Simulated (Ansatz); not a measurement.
An input meant for Si(GeH3)2H2 (SiGe₂H₈) (charge 0, singlet).

```yaml
crystal:
  periodic: [false, false, false]
  atoms:
    - {symbol: Si, position_ang: [-1.774074, 0.003258, -1.258300]}
    - {symbol: Ge, position_ang: [-1.860990, -0.038145, 3.985362]}
    - {symbol: H, position_ang: [0.161948, -2.484715, 5.172130]}
    - {symbol: H, position_ang: [-4.997138, -0.579471, 5.150226]}
    - {symbol: H, position_ang: [-0.762240, 2.932122, 5.191049]}
    - {symbol: Ge, position_ang: [3.144093, 0.038979, -3.076007]}
    - {symbol: H, position_ang: [4.739280, -2.804368, -2.151361]}
    - {symbol: H, position_ang: [4.848369, 2.679273, -1.807500]}
    - {symbol: H, position_ang: [3.194942, 0.250981, -6.458021]}
    - {symbol: H, position_ang: [-3.368701, 2.669244, -2.348477]}
    - {symbol: H, position_ang: [-3.325534, -2.667115, -2.399079]}
basis:
  gaussian: {orbitals: def2-mTZVP}
hamiltonian: {xc: {name: CAM-B3LYP}, dispersion: d3bj}
accuracy: high
scf: {omitted_lower_state_checks: [starts]}
```

```sh
$ ansatz run in.yaml --threads 2 --pin off --events-out ev --progress --plain --max-ram 4352MiB
```

Shortened log:

```
Functional definition: CAM-B3LYP
1957 factors; integrals over basis functions are off by at most 2.1e-7 eV
686 factors; integrals over basis functions are off by at most 3.6e-9 eV
mean field evaluation 1: about -120994.0163 eV, gradient 4.6e1 eV
mean field evaluation 2: about -120848.9464 eV, gradient 1.5e2 eV
mean field evaluation 4: about -120958.7970 eV, gradient 7.4e1 eV
mean field evaluation 8: about -121013.1702 eV, gradient 2.2e-1 eV
mean field evaluation 16: about -121013.1948 eV, gradient 2.7e-8 eV
mean field -121013.19478181 eV, -4447.1528825420 hartree, gradient 2.7e-8 eV, S^2 0.000000; 0 other end points of the search recorded, 0 dependent functions left out
reference -121013.19483298 eV, -4447.1528844224 hartree; 43, 43 occupied and 75, 75 virtual orbitals, 1957 factors
Total energy: -121013.33389367 eV, -4447.1579948087 hartree
Checks for a lower state left out: starts
```

In this input the geometry is stretched to more than twice its size. The calculation finished and met its thresholds. The result belongs to that input, not to the species as meant.
